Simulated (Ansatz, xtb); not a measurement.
**Relative energy of two isomers of C6H6BN**

We compare a, `BC1=CC(C#N)=CC1`, a singlet, with b, `BC1=C(C#N)C=CC1`, a singlet. Both are isolated molecules in the gas phase, relaxed with PBE0-D3(BJ)/def2-SVP; the shapes shown needn't be the lowest conformers.

a (Å):

```xyz
14

C    -0.6462    0.3630   -1.7816
C    -0.3368    0.2838   -0.4514
C     1.0528    0.6665   -0.2344
C     1.7063    0.6973    1.0331
C     1.6127    0.9862   -1.4359
C     0.5931    0.8214   -2.4993
B    -2.0124    0.0375   -2.3859
N     2.2258    0.7185    2.0694
H    -2.2066    0.1350   -3.5766
H    -2.9118   -0.3215   -1.6615
H    -1.0179   -0.0198    0.3456
H     2.6425    1.3103   -1.5911
H     0.9204    0.0964   -3.2690
H     0.4274    1.7645   -3.0548
```

b (Å):

```xyz
14

C    -0.4743    0.4592   -1.4173
C     0.5648    1.3510   -1.5897
C     0.4763    2.6237   -2.2299
C     1.8012    0.8292   -1.0261
C     1.5403   -0.3906   -0.4992
C     0.1063   -0.7222   -0.6978
B    -1.9236    0.6504   -1.8735
N     0.4402    3.6626   -2.7434
H    -2.7458   -0.2107   -1.6610
H    -2.2437    1.6632   -2.4462
H     2.7572    1.3525   -1.0403
H     2.2628   -1.0400   -0.0026
H    -0.0302   -1.6560   -1.2764
H    -0.4155   -0.9091    0.2605
```

Which of the two would you expect CCSD(T)/def2-SVP + ΔMP2/def2-TZVPP electronic energies to favour?

Too close to call at this level: CCSD(T)/def2-SVP + ΔMP2/def2-TZVPP gives E(b) − E(a) = +0.37 kcal/mol.

How the difference moves with the method:

```
                             level              geometry  E(b) − E(a) (kcal/mol)  departure from the last row (kcal/mol)  job, with rough time for the two
                          GFN2-xTB              GFN2-xTB                     −0.58                                   −0.95              optimisation, 0.15 s
                         HF/STO-3G              GFN2-xTB                     +0.80                                   +0.43              single point, 0.58 s
                r2SCAN-D4/def2-SVP              GFN2-xTB                     −0.07                                   −0.44               single point, 3.9 s
              PBE0-D3(BJ)/def2-SVP  PBE0-D3(BJ)/def2-SVP                     +0.35                                   −0.03                optimisation, 44 s
                       HF/def2-SVP  PBE0-D3(BJ)/def2-SVP                     +1.93                                   +1.55           part of the CCSD(T) run
                      MP2/def2-SVP  PBE0-D3(BJ)/def2-SVP                     −0.19                                   −0.57           part of the CCSD(T) run
                  CCSD(T)/def2-SVP  PBE0-D3(BJ)/def2-SVP                     +0.47                                   +0.09                      single point
CCSD(T)/def2-SVP + ΔMP2/def2-TZVPP  PBE0-D3(BJ)/def2-SVP                     +0.37                                                        single point, 69 s
```

As drawn, both hold the same kinds of bond in the same numbers.

The largest departure from CCSD(T)/def2-SVP + ΔMP2/def2-TZVPP is that of HF/def2-SVP, 1.55 kcal/mol. The last row adds to CCSD(T) the change of the MP2 difference between the two basis sets, here −0.09 kcal/mol.

With thermal terms from frequencies at re-optimised GFN2-xTB minima (ideal gas, soft modes damped towards free rotors, one conformer each, 298.15 K, 1 atm): on the last row, ΔE + ΔZPE = +0.40, ΔH = +0.42, ΔG = +0.38 kcal/mol.

The correlated steps freeze 8 core orbitals. Codes used: Ansatz 0.2.0, xtb 6.7.1; the last row on 2 threads of Intel(R) Xeon(R) 6975P-C (Granite Rapids) on a shared host.
